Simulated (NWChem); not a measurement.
# GeF$_{2}$, singlet; SMILES [F][Ge][F]

Low-valent species are run as closed-shell singlets; no triplet was tried in these runs.

Question: Give the equilibrium geometry at PBE-D3(BJ)/def2-SVP (NWChem) as a Z-matrix, with the point group.

Answer: point group C2v; any orientation.
```
Ge
F 1 1.7694
F 1 1.7694 2 97.89
```
